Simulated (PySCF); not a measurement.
Delta-SCF ions had no search for a lower state. Excitations are Tamm–Dancoff values on a coarser integration grid. The basis has no diffuse functions, so Rydberg states are missing or too high.

Cartesian coordinates (Å):
```xyz
16

S     -3.2708     1.7712     0.0347
Ge    -3.0485    -0.4663     0.2446
Ge    -0.7052    -1.1004    -0.0181
Ge    -0.3671    -3.5206     0.0874
Ge     1.9745    -4.1581    -0.1823
S      2.1933    -6.3964     0.0252
H     -2.7108     1.8152    -1.1970
H     -3.5626    -0.7649     1.6672
H     -3.9437    -1.1981    -0.7823
H      0.1302    -0.4067     1.0805
H     -0.2090    -0.5761    -1.3861
H     -0.8592    -4.0438     1.4573
H     -1.2066    -4.2146    -1.0080
H      2.8741    -3.4286     0.8425
H      2.4849    -3.8594    -1.6063
H      1.6369    -6.4403     1.2582
```
Charge 0, multiplicity 1.

Task: What LUMO, S1 excitation (TDA), brightest of the four lowest singlets (TDA), vertical ionisation energy (Delta-SCF) and dipole moment does PySCF with r2SCAN-D4/def2-TZVP // B3LYP-D3(BJ)/def2-SVP give?

Result: 
| Property | Result |
|---|---|
| LUMO | -1.91 eV |
| S1 excitation (TDA) | 4.49 eV |
| brightest of the four lowest singlets (TDA) | 4.49 eV |
| vertical ionisation energy (Delta-SCF) | 8.06 eV |
| dipole moment | 0.00 D |
